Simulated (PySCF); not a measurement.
sulfur hexafluoride (F6S), SMILES FS(F)(F)(F)(F)F.

Geometry optimised at PBE-D3(BJ)/def2-SVP.

The numbers are results of TDDFT-PBE/def2-SVPD (PySCF 2.14.0), not measurements.

Vertical excitations; the highest root listed may be one member of a degenerate set.  State labels are in the subgroup D2h.

```tsv
state	symmetry	energy (eV)	λ (nm)	f	main pairs
S1	B2g	6.33	196	0.000	HOMO−1→LUMO (degenerate set)
S2	B3g	6.33	196	0.000	HOMO→LUMO (degenerate set)
S3	B1g	6.33	196	0.000	HOMO−2→LUMO (degenerate set)
S4	B3u	7.28	170	0.000	HOMO−3→LUMO (degenerate set)
S5	B2u	7.28	170	0.000	HOMO−4→LUMO (degenerate set)
S6	B1u	7.28	170	0.000	HOMO−5→LUMO (degenerate set)
S7	B2u	7.65	162	0.034	HOMO−7→LUMO (degenerate set)
S8	B1u	7.65	162	0.034	HOMO−8→LUMO (degenerate set)
S9	B3u	7.65	162	0.034	HOMO−6→LUMO (degenerate set)
S10	B2g	9.47	131	0.000	HOMO−12→LUMO 100 %
T1	B2g	5.99	207	0	HOMO−1→LUMO (degenerate set)
T2	B3g	5.99	207	0	HOMO→LUMO (degenerate set)
T3	B1g	5.99	207	0	HOMO−2→LUMO (degenerate set)
T4	B2u	6.95	178	0	HOMO−4→LUMO 100 %
```
Triplets are in the Tamm–Dancoff approximation, which puts them higher than full response would, so one can lie above its singlet here.
